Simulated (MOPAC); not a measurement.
A run for MOPAC: PM7 on CrF, 2S+1 = 6, a spin state set in the input, which need not be the lowest, a point of a bond scan (R = 1.704 Å).

```
PM7 1SCF PRECISE CHARGE=0 UHF MS=2.5 THREADS=1
CrF

Cr     0.00000000 1     0.00000000 1     0.00000000 1
F      0.00000000 1     0.00000000 1     1.70410400 1
```

It printed:

```
*******************************************************************************
 **                                                                           **
 **                              MOPAC v23.2.5                                **
 **                                                                           **
 *******************************************************************************
 ** MOPAC's Digital Object Identifier: https://doi.org/10.5281/zenodo.6511958 **
 **                                                                           **
 ** Please cite the open-source release paper for use of this MOPAC version:  **
 ** J. E. Moussa and J. J. P. Stewart (2026)                                  **
 ** MOPAC: An open-source semiempirical molecular orbital program             **
 ** J. Open Source Softw., 11(119), 8025, https://doi.org/10.21105/joss.08025 **
 *******************************************************************************

                              PM7 CALCULATION RESULTS

 *******************************************************************************
 *  PM7        - The PM7 Hamiltonian to be used
 *  UHF        - UNRESTRICTED HARTREE-FOCK CALCULATION
 *
 *
 *
 *                 CHARGE ON SYSTEM = 0
 *
 *
 *
 *  MS=        - IN MECI, MAGNETIC COMPONENT OF SPIN =  2.5
 *  PRECISE    - TIGHTER CRITERIA TO BE USED
 *  1SCF       - DO 1 SCF AND THEN STOP
 *  THREADS=1  - MULTI-THREADING NOT USED
 *  T=         - A TIME OF 172800.0 SECONDS REQUESTED
 *  DUMP=N     - RESTART FILE WRITTEN EVERY 7200.0 SECONDS REQUESTED
 *******************************************************************************
PM7 1SCF PRECISE CHARGE=0 UHF MS=2.5 THREADS=1
 CrF

   ATOM   CHEMICAL          X               Y               Z
  NUMBER   SYMBOL      (ANGSTROMS)     (ANGSTROMS)     (ANGSTROMS)

     1      Cr          0.00000000  *   0.00000000  *   0.00000000  *
     2       F          0.00000000  *   0.00000000  *   1.70410400  *



          CARTESIAN COORDINATES

    NO.       ATOM           X           Y           Z

     1        Cr          0.0000      0.0000      0.0000
     2         F          0.0000      0.0000      1.7041

 General Reference for PM7:
 "Optimization of Parameters for Semiempirical Methods VI: More Modifications to the
 NDDO Approximations and Re-optimization of Parameters", J. J. P. Stewart, J. Mol. Mod., 1:32, 19 (2013)
 https://link.springer.com/article/10.1007/s00894-012-1667-x

           Empirical Formula: Cr F  =     2 atoms



      MOLECULAR POINT GROUP   :   C*v


          UHF CALCULATION, NO. OF ALPHA ELECTRONS =    9
                           NO. OF BETA  ELECTRONS =    4

 -------------------------------------------------------------------------------
 PM7 1SCF PRECISE CHARGE=0 UHF MS=2.5 THREADS=1
 CrF



     1SCF WAS SPECIFIED, SO BFGS WAS NOT USED
     SCF FIELD WAS ACHIEVED


                              PM7 CALCULATION
                                                       MOPAC v23.2.5 Linux




          FINAL HEAT OF FORMATION =        -16.47342 KCAL/MOL =     -68.92480 KJ/MOL


          COSMO AREA              =         79.66 SQUARE ANGSTROMS
          COSMO VOLUME            =         64.99 CUBIC ANGSTROMS

          IONIZATION POTENTIAL    =         10.545251 EV
          ALPHA SOMO LUMO (EV)    =        -10.545  2.174
          BETA  SOMO LUMO (EV)    =        -13.390  3.582
          NO. OF ALPHA ELECTRONS  =          9
          NO. OF BETA  ELECTRONS  =          4
          MOLECULAR WEIGHT        =         70.9944         POINT GROUP:  C*v

          MOLECULAR DIMENSIONS (Angstroms)

            Atom       Atom       Distance
            F     2   Cr     1     1.70410
            F     2   Cr     1     0.00000
           Cr     1    F     2     0.00000


          SCF CALCULATIONS        =          1





   ATOM   CHEMICAL          X               Y               Z
  NUMBER   SYMBOL      (ANGSTROMS)     (ANGSTROMS)     (ANGSTROMS)

     1      Cr          0.00000000  *   0.00000000  *   0.00000000  *
     2       F          0.00000000  *   0.00000000  *   1.70410400  *

                             CARTESIAN COORDINATES

   1   Cr        0.000000000     0.000000000     0.000000000
   2    F        0.000000000     0.000000000     1.704104000


           Empirical Formula: Cr F  =     2 atoms



      MOLECULAR POINT GROUP   :   C*v


          ALPHA EIGENVALUES
 -37.97742 -16.91652 -16.91652 -15.42975 -15.42975 -14.43846 -10.86551 -10.54525
 -10.54525   2.17364  72.68434  72.68434  73.56202


           BETA EIGENVALUES
 -36.94785 -13.77438 -13.77438 -13.39025   3.58185   3.58185   4.10695   4.18386
   4.18386   5.85385  80.17706  80.71642  80.71642


              NET ATOMIC CHARGES AND DIPOLE CONTRIBUTIONS

  ATOM NO.   TYPE          CHARGE      No. of ELECS.   s-Pop       p-Pop       d-Pop
    1         Cr           0.550099        5.4499     0.20892     0.00796     5.23301
    2          F          -0.550099        7.5501     1.95259     5.59750
 DIPOLE           X         Y         Z       TOTAL
 POINT-CHG.     0.000     0.000    -4.503     4.503
 HYBRID         0.000     0.000     0.054     0.054
 SUM            0.000     0.000    -4.449     4.449


          ATOMIC ORBITAL ELECTRON POPULATIONS

     Atom    s        px        py        pz      x^2-y^2     xz        z^2       yz        xy
    1 Cr   0.20892   0.00090   0.00090   0.00616   1.00000   1.09423   1.04455   1.09423   1.00000
    2  F   1.95259   1.90487   1.90487   1.78777


                    (SZ)    =    2.500000
                    (S**2)  =    8.760964


          ATOMIC ORBITAL SPIN POPULATIONS

    Atom   Total    s     px     py     pz   x^2-y^2  xz     z^2    yz     xy
         Atomic
    1 Cr  4.8167  0.117  0.000  0.000  0.001  1.000  0.905  0.887  0.905  1.000
    2  F  0.1833  0.032  0.095  0.095 -0.038

 **********************
 *                    *
 * JOB ENDED NORMALLY *
 *                    *
 **********************




 == MOPAC DONE ==
```

The run finished.

Cost: very roughly 0.020 core-seconds.
